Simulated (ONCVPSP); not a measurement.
## W (Z = 74), ONCV: configuration errors across variants

| Quantity | Value |
| --- | --- |
| Element | W |
| Generator | ONCVPSP 4.0.1 |
| Type | optimised norm-conserving Vanderbilt (ONCV) |
| Functional | PBE |
| Relativity | scalar-relativistic |
| Frozen core | [Kr] 4d10 4f14 |
| Valence charge | 14 |
| Reference configuration | 5s2 5p6 5d4 6s0.5 (charge +1.5) |
| Partial waves | 5s+6s: rc 2.00 bohr, ncon 4, nbas 8, qcut 5.1 1/bohr, 3 projectors, debl 3.1 Ha; 5p: rc 1.35 bohr, ncon 5, nbas 9, qcut 6.7 1/bohr, 2 projectors, debl 2.7 Ha; 5d: rc 2.75 bohr, ncon 4, nbas 8, qcut 6.9 1/bohr, 3 projectors, debl 2.8 Ha |
| Local potential | polynomial inside 0.95 bohr (lpopt 5, dvloc0 -1 Ha) |
| Core correction | none |

All-electron excitation energies from the reference (eV): (1) 5s2 5p6 5d4 6s2 -15.836; (2) 5s2 5p6 5d4 6s1 -6.952; (3) 5s2 5p6 5d4 6s0 8.728; (4) 5s2 5p6 5d5 6s1 -14.297.

Errors AE − PS in meV (a dash: test not solved or not reliable):

```tsv
change	(1)	(2)	(3)	(4)	bound ghosts	GHOST(+) flags above zero
base	+7.6	+2.7	-2.2	+4.5	none	s, p, d
local potential polynomial inside 0.95 bohr (lpopt 5, dvloc0 -1.5 Ha)	+7.7	+2.7	-2.2	+4.5	none	s, p, d
local potential polynomial inside 0.95 bohr (lpopt 5, dvloc0 1 Ha)	+7.6	+2.7	-2.2	+4.4	none	s, p, d
local potential polynomial inside 0.95 bohr (lpopt 5, dvloc0 4.5 Ha)	+7.6	+2.7	-2.2	+4.4	none	s, p, d
local potential polynomial inside 0.95 bohr (lpopt 5, dvloc0 5.5 Ha)	+7.6	+2.7	-2.2	+4.4	none	s, d
local potential polynomial inside 0.95 bohr (lpopt 5, dvloc0 7.5 Ha)	+7.6	+2.7	-2.2	+4.4	none	s, d
local potential polynomial inside 0.95 bohr (lpopt 5, dvloc0 9 Ha)	+7.6	+2.7	-2.2	+4.4	none	s, d
```

(1) Give the same row for: local potential polynomial inside 0.95 bohr (lpopt 5, dvloc0 2.5 Ha).

## Answers

(1) +7.6, +2.7, -2.2, +4.4; bound ghosts: none; GHOST(+) flags above zero: s, p, d.
